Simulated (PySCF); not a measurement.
# Predicted spectroscopic data

Isolated molecule, relativity neglected, averaged over atoms made equivalent by symmetry, fast rotation or ring inversion, one conformer. NMR shieldings at PBE0/pcSseg-1/GIAO; GFN2-xTB structure; PySCF 2.14.

References, each an isolated molecule treated in the same way: ¹H, ¹³C vs TMS. Splittings of carbon signals by F and P are missing where no couplings were computed. Where no couplings were computed, multiplicities follow the n + 1 count of equivalent neighbours, and m marks all less simple cases (inequivalent or close neighbours, rings, F or P nearby). Shifts are as computed. Against solution values, carbons near 30 ppm lie about +3 ppm off and those near 130 ppm about +5 ppm. Of 1211 compounds with measured shifts, 218 miss one by over three times the rms of a fit or turn the order of signals round; such compounds aren't used in these exercises.

**1.** `c1ccn2nncc2c1`, C6H5N3. ¹H NMR (400 MHz, computed): δ 8.98 (d, 1H), 8.24 (m, 1H), 8.06 (d, 1H), 7.43 (m, 1H), 7.18 (m, 1H). ¹³C{¹H} NMR (computed): δ 141.1 (C), 129.7 (CH), 129.2 (CH), 128.9 (CH), 124.2 (CH), 119.3 (CH).

**2.** SMILES COCC/P=C(\C)F, C5H10FOP. ¹H NMR (400 MHz, computed): δ 3.76 (m, 2H), 3.46 (s, 3H), 2.48 (m, 3H), 2.30 (m, 2H). ¹³C{¹H} NMR (computed): δ 232.4 (C), 71.8 (CH2), 58.4 (CH3), 28.8 (CH2), 24.3 (CH3).
